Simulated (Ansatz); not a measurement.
`[NH2][Al]([Br])[Br]` + H–F → `[F][Al]([Br])[Br]` + NH₃ at 298.15 K and 1 bar (ligand exchange at the Al–N bond).

Program: Ansatz. Geometries: PBE0-D4/def2-TZVP. ΔE: electronic, gas phase. CCSD(T)/CBS is the MP2 limit (def2-TZVPP, def2-QZVPP) plus CCSD(T) − MP2 in def2-TZVPP, frozen cores. This one scheme is used for every species. For Br outer-core shells are correlated without core-valence functions, which leaves a few kJ/mol of doubt a bond. Scalar relativity is left out up to krypton. Each species was taken in one conformer, which may not be the lowest.

```json
{"species": "`[NH2][Al]([Br])[Br]`", "CCSD(T)/CBS energy (Eh)": "-5444.74521", "H − E (kJ/mol)": "93.3", "S (J/(mol·K))": "346.4"}
{"species": "H–F", "CCSD(T)/CBS energy (Eh)": "-100.39570", "H − E (kJ/mol)": "33.5", "S (J/(mol·K))": "173.6"}
{"species": "`[F][Al]([Br])[Br]`", "CCSD(T)/CBS energy (Eh)": "-5488.66195", "H − E (kJ/mol)": "29.8", "S (J/(mol·K))": "334.4"}
{"species": "NH₃", "CCSD(T)/CBS energy (Eh)": "-56.50880", "H − E (kJ/mol)": "100.5", "S (J/(mol·K))": "192.4"}
```

H − E and S are ideal-gas, rigid-rotor, harmonic terms from PBE0-D4/def2-TZVP, for one conformer and one mirror image of each species. 1 Eh = 2625.50 kJ/mol, R = 8.31446 J/(mol·K).

Q: By hand: ΔE, ΔH, ΔS and ΔG.

A: ΔE = (-5488.66195) + (-56.50880) − (-5444.74521) − (-100.39570) = -0.02984 Eh = -78.3 kJ/mol. Δ(H − E) = 29.8 + 100.5 − 93.3 − 33.5 = 3.5, so ΔH = -74.8 kJ/mol. ΔS = 334.4 + 192.4 − 346.4 − 173.6 = 6.8 J/(mol·K). ΔG = -74.8 − 298.15 × (6.8)/1000 = -76.8 kJ/mol.

Q: By hand: the equilibrium constant, and the temperature at which ΔG would vanish if ΔH and ΔS stayed fixed.

A: log₁₀ K = −ΔG/(RT ln 10) = 13.5. ΔH and −TΔS have one sign here, so there is no such temperature.

The number of gas molecules stays the same, so ΔS is small and ΔH decides. A doubt of 5 kJ/mol in ΔE shifts log₁₀ K by 0.9 here. Other conformers and mirror images would add mixing entropy, several J/(mol·K) or more a flexible species. These are equilibria of isolated gas molecules and say nothing of rates. Largest T1 diagnostic: 0.008 (customary marks: 0.02 for closed shells, 0.045 for open ones).

ΔS is within the doubt of such terms, so its sign, and with it that verdict, could turn.
